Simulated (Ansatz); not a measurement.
The cluster Ge2Sb. Charge 0, multiplicity 2. Geometry PBE0-D4/def2-TZVP.

Cartesian coordinates in Å:
```
Sb -1.7339 -0.3953 -0.4700
Ge 0.1833 -0.3937 0.9712
Ge 1.5507 0.7890 -0.5012
```

In the def2 sets Sb takes a core potential; there is no spin–orbit coupling. HSE06 is defined as in plane-wave codes, on full-range PBE exchange. At PBE-D4/def2-TZVP the gap within one spin of the charge 0 doublet nearly closes, so an electron or hole may be smeared out by delocalisation error. Another isomer (doublet) lies 1.11 eV lower at PBE0-D4/def2-TZVP; other spin states weren't run for this one.

(1) Estimate the α-spin orbital energies around the gap (eV) in Ansatz with PBE-D4/def2-TZVP, r2SCAN-D4/def2-TZVP, PBE0-D4/def2-TZVP, HSE06-D4/def2-TZVP.

Answers

(1) 
```json
{"orbital": "HOMO−9", "PBE-D4/def2-TZVP": "-29.49", "r2SCAN-D4/def2-TZVP": "-30.41", "PBE0-D4/def2-TZVP": "-33.51", "HSE06-D4/def2-TZVP": "-33.12"}
{"orbital": "HOMO−8", "PBE-D4/def2-TZVP": "-29.47", "r2SCAN-D4/def2-TZVP": "-30.38", "PBE0-D4/def2-TZVP": "-33.50", "HSE06-D4/def2-TZVP": "-33.11"}
{"orbital": "HOMO−7", "PBE-D4/def2-TZVP": "-29.44", "r2SCAN-D4/def2-TZVP": "-30.37", "PBE0-D4/def2-TZVP": "-33.48", "HSE06-D4/def2-TZVP": "-33.09"}
{"orbital": "HOMO−6", "PBE-D4/def2-TZVP": "-14.58", "r2SCAN-D4/def2-TZVP": "-15.20", "PBE0-D4/def2-TZVP": "-16.37", "HSE06-D4/def2-TZVP": "-15.95"}
{"orbital": "HOMO−5", "PBE-D4/def2-TZVP": "-12.33", "r2SCAN-D4/def2-TZVP": "-12.85", "PBE0-D4/def2-TZVP": "-13.86", "HSE06-D4/def2-TZVP": "-13.44"}
{"orbital": "HOMO−4", "PBE-D4/def2-TZVP": "-9.70", "r2SCAN-D4/def2-TZVP": "-10.00", "PBE0-D4/def2-TZVP": "-10.79", "HSE06-D4/def2-TZVP": "-10.39"}
{"orbital": "HOMO−3", "PBE-D4/def2-TZVP": "-6.11", "r2SCAN-D4/def2-TZVP": "-6.37", "PBE0-D4/def2-TZVP": "-6.94", "HSE06-D4/def2-TZVP": "-6.57"}
{"orbital": "HOMO−2", "PBE-D4/def2-TZVP": "-5.91", "r2SCAN-D4/def2-TZVP": "-6.18", "PBE0-D4/def2-TZVP": "-6.85", "HSE06-D4/def2-TZVP": "-6.46"}
{"orbital": "HOMO−1", "PBE-D4/def2-TZVP": "-5.85", "r2SCAN-D4/def2-TZVP": "-6.17", "PBE0-D4/def2-TZVP": "-6.72", "HSE06-D4/def2-TZVP": "-6.36"}
{"orbital": "HOMO", "PBE-D4/def2-TZVP": "-4.28", "r2SCAN-D4/def2-TZVP": "-4.61", "PBE0-D4/def2-TZVP": "-5.18", "HSE06-D4/def2-TZVP": "-4.81"}
{"orbital": "LUMO", "PBE-D4/def2-TZVP": "-4.20", "r2SCAN-D4/def2-TZVP": "-4.29", "PBE0-D4/def2-TZVP": "-3.64", "HSE06-D4/def2-TZVP": "-4.00"}
{"orbital": "LUMO+1", "PBE-D4/def2-TZVP": "-3.30", "r2SCAN-D4/def2-TZVP": "-3.29", "PBE0-D4/def2-TZVP": "-2.64", "HSE06-D4/def2-TZVP": "-3.00"}
{"orbital": "LUMO+2", "PBE-D4/def2-TZVP": "-2.23", "r2SCAN-D4/def2-TZVP": "-2.12", "PBE0-D4/def2-TZVP": "-1.55", "HSE06-D4/def2-TZVP": "-1.92"}
{"orbital": "LUMO+3", "PBE-D4/def2-TZVP": "-0.07", "r2SCAN-D4/def2-TZVP": "0.32", "PBE0-D4/def2-TZVP": "0.63", "HSE06-D4/def2-TZVP": "0.28"}
{"orbital": "LUMO+4", "PBE-D4/def2-TZVP": "0.44", "r2SCAN-D4/def2-TZVP": "0.83", "PBE0-D4/def2-TZVP": "1.22", "HSE06-D4/def2-TZVP": "0.85"}
{"orbital": "LUMO+5", "PBE-D4/def2-TZVP": "2.38", "r2SCAN-D4/def2-TZVP": "3.03", "PBE0-D4/def2-TZVP": "3.00", "HSE06-D4/def2-TZVP": "2.64"}
{"orbital": "β HOMO", "PBE-D4/def2-TZVP": "-5.51", "r2SCAN-D4/def2-TZVP": "-5.71", "PBE0-D4/def2-TZVP": "-6.23", "HSE06-D4/def2-TZVP": "-5.85"}
{"orbital": "β LUMO", "PBE-D4/def2-TZVP": "-4.01", "r2SCAN-D4/def2-TZVP": "-4.14", "PBE0-D4/def2-TZVP": "-3.51", "HSE06-D4/def2-TZVP": "-3.87"}
```
